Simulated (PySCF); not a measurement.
Geometries of 2 isomers of C3H7NO2Si, from PBE0-D3(BJ)/def2-SVP geometry optimisation, gas phase (PySCF). One conformer each, no zero-point energy, no frequencies.

Problem. Which is lower in electronic energy at this level?
A.
```xyz
14
angstrom
C      3.186    0.227    0.774
N      2.117   -0.440    0.846
Si     0.953   -0.579   -0.449
O     -0.490   -0.026    0.296
C     -1.589   -0.087   -0.463
C     -2.816    0.413    0.232
O     -1.547   -0.509   -1.594
H      3.886    0.260    1.630
H      3.506    0.815   -0.114
H      0.832   -2.012   -0.808
H      1.284    0.300   -1.609
H     -2.672    1.465    0.519
H     -3.685    0.316   -0.428
H     -2.973   -0.156    1.160
```
B.
```xyz
14
angstrom
C      2.499   -0.174    0.182
C      1.176   -0.578    0.753
O      1.010   -1.207    1.768
O      0.134   -0.172    0.011
Si    -1.421   -0.597    0.601
C     -2.592    0.143   -0.690
N     -3.863    0.075   -0.662
H      2.631   -0.647   -0.802
H      2.519    0.914    0.023
H      3.306   -0.479    0.858
H     -1.674    0.021    1.931
H     -1.587   -2.075    0.653
H     -2.145    0.685   -1.546
H     -4.195   -0.442    0.164
```

Solution. A. That is `C=N[SiH2]OC(C)=O`, 12.0 kcal/mol below the other.

```csv
SMILES,atoms numbered as above,E (Eh),relative (kcal/mol),relative (kJ/mol),dipole (D)
C=N[SiH2]OC(C)=O,[CH2:1]=[N:2][SiH2:3][O:4][C:5]([CH3:6])=[O:7],-612.45799,0.0,0.0,1.95
[H]/N=C\[SiH2]OC(C)=O,[H]/[N:7]=[CH:6]\[SiH2:5][O:4][C:2]([CH3:1])=[O:3],-612.43887,12.0,50.2,1.72
```

As drawn, the higher has an N–H bond and an Si–C bond, which the lower lacks.
